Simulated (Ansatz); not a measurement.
`B[CH2][AlH][OH]` + `O[SiH3]` → `BO[SiH3]` + `[CH3][AlH][OH]` at 400 K and 1 bar (ligand exchange at a B–C bond).

Gas-phase electronic energies from Ansatz, PBE0-D4/def2-TZVP geometries. CCSD(T)/CBS is the MP2 limit (def2-TZVPP, def2-QZVPP) plus CCSD(T) − MP2 in def2-TZVPP, frozen cores. Each species was taken in one conformer, which may not be the lowest.

```csv
species,CCSD(T)/CBS energy (Eh),H − E (kJ/mol),S (J/(mol·K))
`B[CH2][AlH][OH]`,-383.69719,209.9,368.6
`O[SiH3]`,-366.69042,120.0,276.4
`BO[SiH3]`,-392.11480,157.5,316.6
`[CH3][AlH][OH]`,-358.31021,173.0,332.2
```

H − E and S are ideal-gas, rigid-rotor, harmonic terms from PBE0-D4/def2-TZVP, for one conformer and one mirror image of each species. 1 Eh = 2625.50 kJ/mol, R = 8.31446 J/(mol·K).

By hand: ΔE, ΔH, ΔS and ΔG.

ΔE = (-392.11480) + (-358.31021) − (-383.69719) − (-366.69042) = -0.03740 Eh = -98.2 kJ/mol. Δ(H − E) = 157.5 + 173.0 − 209.9 − 120.0 = 0.6, so ΔH = -97.6 kJ/mol. ΔS = 316.6 + 332.2 − 368.6 − 276.4 = 3.8 J/(mol·K). ΔG = -97.6 − 400 × (3.8)/1000 = -99.1 kJ/mol.

By hand: the equilibrium constant, and the temperature at which ΔG would vanish if ΔH and ΔS stayed fixed.

log₁₀ K = −ΔG/(RT ln 10) = 12.9. ΔH and −TΔS have one sign here, so there is no such temperature.

The number of gas molecules stays the same, so ΔS is small and ΔH decides. A doubt of 5 kJ/mol in ΔE shifts log₁₀ K by 0.7 here. Other conformers and mirror images would add mixing entropy, several J/(mol·K) or more a flexible species. Modes under 60 cm⁻¹, often nearly free rotors, make the harmonic entropy too high. These are equilibria of isolated gas molecules and say nothing of rates. Largest T1 diagnostic: 0.013 (customary marks: 0.02 for closed shells, 0.045 for open ones).

ΔS is within the doubt of such terms, so its sign, and with it that verdict, could turn.
